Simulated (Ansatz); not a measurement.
Cartesian coordinates in Å:
```
C 1.1528 1.7873 -0.3788
O 0.1110 0.8973 -0.0667
W -0.1247 -0.9348 0.0808
N -1.9553 -1.3019 0.5535
S 1.1646 -1.6764 1.6070
S 0.3197 -1.8401 -1.7965
H 1.5287 1.5888 -1.3867
H 0.7629 2.8060 -0.3310
H 1.9704 1.6771 0.3393
H -2.2635 -1.4636 1.5006
H -2.6667 -1.5398 -0.1215
```

Total charge 0; spin multiplicity 1. W: def2 effective core potential.

List the CAM-B3LYP/def2-TZVPP orbital energies in eV (Ansatz). (Estimate.)

Computed: Occupied: -2419.29, -2419.29, -523.44, -392.09, -280.60, -217.35, -217.35, -161.86, -161.86, -161.84, -161.84, -161.81, -161.81, -85.22, -48.32, -48.18, -48.10, -30.12, -25.73, -21.17, -20.55, -20.10, -16.20, -15.61, -14.94, -14.93, -14.09, -11.81, -11.53, -11.04, -10.47, -10.18, -9.72, -9.18, -8.97, -8.10. Lowest empty: -1.25, -0.94, 0.07, 0.25, 0.57, 1.10, 2.19, 3.13.
